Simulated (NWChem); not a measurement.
# C3H9ClSi; SMILES [Si](Cl)(C)(C)C

Task: Give the equilibrium geometry at PBE0/def2-SVP (NWChem) as an XYZ file, with the point group.

Result: point group C3v; any orientation.
```
14

C      0.8324    -1.5812     0.8985
Si     0.0000     0.0000     0.3418
C      0.9532     1.5115     0.8985
C     -1.7856     0.0698     0.8985
Cl     0.0000     0.0000    -1.7543
H      0.8614    -1.6361     1.9990
H      0.2905    -2.4639     0.5258
H      1.8667    -1.6339     0.5257
H      0.4816     2.4335     0.5257
H      0.9862     1.5640     1.9990
H      1.9885     1.4836     0.5258
H     -1.8476     0.0721     1.9990
H     -2.3483    -0.7996     0.5257
H     -2.2791     0.9803     0.5258
```
